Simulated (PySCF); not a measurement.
C2H6ClNTe. Atoms are numbered in the order given.

```xyz
11

Te     0.6835    -0.3681     0.0000
Cl    -1.3531    -1.6689     0.0000
N     -0.0312     1.4955     0.0000
C     -0.6324     2.0085     1.2131
C     -0.6324     2.0085    -1.2131
H     -1.6917     1.7052     1.3215
H     -0.5947     3.1117     1.2009
H     -0.0806     1.6541     2.0937
H     -0.5947     3.1117    -1.2009
H     -1.6917     1.7052    -1.3215
H     -0.0806     1.6541    -2.0937
```
Charge 0, spin multiplicity 1.

Coordinates come from a PBE0-D3(BJ)/def2-SVP optimisation. This is a generated structure with no PubChem entry under its InChIKey; it may be hypothetical. The def2 effective core potentials stand for the cores of Te; spin–orbit coupling is left out. Other conformers were not sampled.

Calculation: PBE/def2-TZVP in PySCF.

Symmetry labels are those of the subgroup Cs that the program uses (full group Cs).

Q: List the valence orbital energies around the gap with their symmetry. (An estimate is asked for; the answer gives what the named calculation found.)

A: 
```csv
orbital,symmetry,energy (eV)
HOMO−7,A",-9.84
HOMO−6,A",-9.38
HOMO−5,A',-9.35
HOMO−4,A',-8.47
HOMO−3,A",-7.55
HOMO−2,A',-7.28
HOMO−1,A',-5.99
HOMO,A",-5.12
LUMO,A',-2.80
LUMO+1,A',-1.81
LUMO+2,A',0.36
LUMO+3,A",1.48
```
